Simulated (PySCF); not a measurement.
O2Si, SMILES O=[Si]=O. Coordinates come from a ωB97X-D3(BJ)/def2-TZVP optimisation.

TDDFT-B3LYP/def2-TZVPD (PySCF) puts the lowest singlet excitations at 4.26, 4.26, 5.60, 5.60, 6.09, 7.09 eV.

**Question.** What are the lowest excitation roots from ADC(2)/aug-cc-pVDZ run with PySCF? (An estimate is asked for; the answer gives what the named calculation found.)

**Answer.** 4.31, 4.31, 6.01, 6.01, 6.16, 7.19 eV. S1 differs by 0.05 eV (second minus first; roots are paired by order, and the bases may differ).
